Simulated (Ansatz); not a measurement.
Consider the atomization: `BC([SiH3])B[SiH3]` → 2 B• + C• + 10 H• + 2 Si•.

Computed with Ansatz on PBE0-D4/def2-TZVP structures; ΔE is electronic, products minus reactants. CCSD(T)/CBS is the MP2 limit (def2-TZVPP, def2-QZVPP) plus CCSD(T) − MP2 in def2-TZVPP, frozen cores. This one scheme is used for every species, atoms too. Functionals use def2-TZVPP. B3LYP here is the variant with VWN-RPA as its local correlation; programs differ in this. Open shells (•) are unrestricted, without spin–orbit coupling. Spin–orbit coupling would lower the free atoms: a little for B, C, Si. One conformer a species, not always the lowest.

(1) What is ΔE at CCSD(T)/CBS? (An estimate is asked.)

(2) What do these levels give: PBE0-D4, ωB97M-V, B2PLYP, PBE, B3LYP, HF/def2-TZVPP, MP2/def2-TZVPP, SCS-MP2/def2-TZVPP, CCSD(T)/def2-TZVPP, HF/def2-QZVPP, MP2/CBS(def2), CCSD/CBS(def2)? (Best estimate.)

Largest T1 diagnostic among the species: 0.014.

## Answers

(1) Computed: +51.39 eV.

(2) Ansatz gave: PBE0-D4 51.50, ωB97M-V 51.75, B2PLYP 50.94, PBE 51.24, B3LYP 51.05, HF/def2-TZVPP 40.19, MP2/def2-TZVPP 50.40, SCS-MP2/def2-TZVPP 50.62, CCSD(T)/def2-TZVPP 50.31, HF/def2-QZVPP 40.25, MP2/CBS(def2) 51.47, CCSD/CBS(def2) 50.89 eV.

The D4 term adds +0.63 eV with B3LYP and +0.33 eV with PBE0; it sums over pairs of atoms, weighted by their polarisabilities, and B3LYP, whose exchange is more repulsive, gets the larger term. From PBE to PBE0 (25 % exact exchange), in def2-TZVPP and without D4, ΔE moves by −0.07 eV: exact exchange takes away binding that semilocal exchange gives to molecules.

For atomizations the MP2-based limit and the directly extrapolated one differ by several kJ/mol either way, and by 10 to 25 for some Ge, Se and Sn compounds, so smaller differences from it don't rank the levels.
